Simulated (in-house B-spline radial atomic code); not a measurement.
**Removing one electron from Si4+**

Closed shell [He] 2s2 2p6. Computed with an all-electron radial atomic-structure program (B-spline basis): Koopmans values of Dirac-Hartree-Fock plus a diagonal self-energy, in second order or with its direct term screened (direct RPA, with the hole-particle interaction, or full time-dependent Hartree-Fock), linearised in energy; no-pair Dirac-Coulomb Hamiltonian, finite nucleus. Shifts add to the Koopmans value (the ΔSCF shift is orbital relaxation alone); the final value takes TDHF screening with Breit and QED.

Command:
```bash
python run_mb.py task.json out
```
Settings (nuclear radius in fm, box in bohr, cutoff in hartree):
```
basis_form          2
Z                   14
core_configuration  [He] 2s2 2p6
rms_radius          3.1224
mass_number         28
speed_of_light      137.036
box_radius          12.128
lmax                7
intervals           64
virtual_cutoff      784.0
```

Cost of the run: 3 s on 1 thread of Intel(R) Xeon(R) 6975P-C, with other jobs on the host.

Energies in eV:

```tsv
subshell	Koopmans	ΔSCF shift	second order	direct RPA	hole-particle	TDHF	Breit + QED	final
2p3/2	168.32	-3.099	?	?	?	?	?	?
2p1/2	169.01	-3.132	-2.086	-0.840	-1.418	-1.529	-0.066	167.41
2s1/2	220.52	-2.469	-3.742	-1.906	-2.942	-3.107	-0.075	217.34
```

Q: What does the self-energy do to 2p3/2?

A: It shifts the removal energy by -2.054 eV in second order, -0.823 with direct RPA, -1.395 with the hole-particle term and -1.504 with TDHF screening (quasi-particle weight 0.979); Breit and QED add -0.034 eV. The final value is 166.78 eV, against 166.767 ± 0.003 eV (NIST, measured).
